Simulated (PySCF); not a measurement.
**Au: excitation energy**

Au [Xe] 4f14 5d10 6s1 (2S) → Au [Xe] 4f14 5d9 6s2 (2D), as a difference of total energies. Calculation: PySCF 2.14, in x2c-TZVPPall with one added diffuse shell each of s, p, d, f type (12s8p8d4f1g, 113 functions); scalar relativity by spin-free X2C-1e. Correlated levels: valence: [Xe] 4f14 frozen; valence and next inner shell: [Kr] 4d10 4f14 frozen. The calculations carry no spin-orbit coupling.

| method | excitation energy (eV) | error (eV) |
| --- | --- | --- |
| UHF | 1.734 | -0.011 |
| LDA | 1.778 | +0.033 |
| PBE | 1.730 | -0.015 |
| PBE0 | 1.816 | +0.071 |
| r2SCAN | 1.627 | -0.118 |
| r2SCANh | 1.660 | -0.085 |
| B2PLYP | 1.756 | +0.011 |
| M06-L | 1.440 | -0.305 |
| MP2 (valence) | 1.956 | +0.211 |
| SCS-MP2 (valence) | 1.823 | +0.078 |
| MP2 (valence and next inner shell) | 1.814 | +0.069 |
| SCS-MP2 (valence and next inner shell) | 1.678 | -0.067 |

Reference: 1.745 eV (measured; NIST levels, between the centres of gravity of the two terms).

Errors of the correlated levels include the incompleteness of this basis and the frozen core.
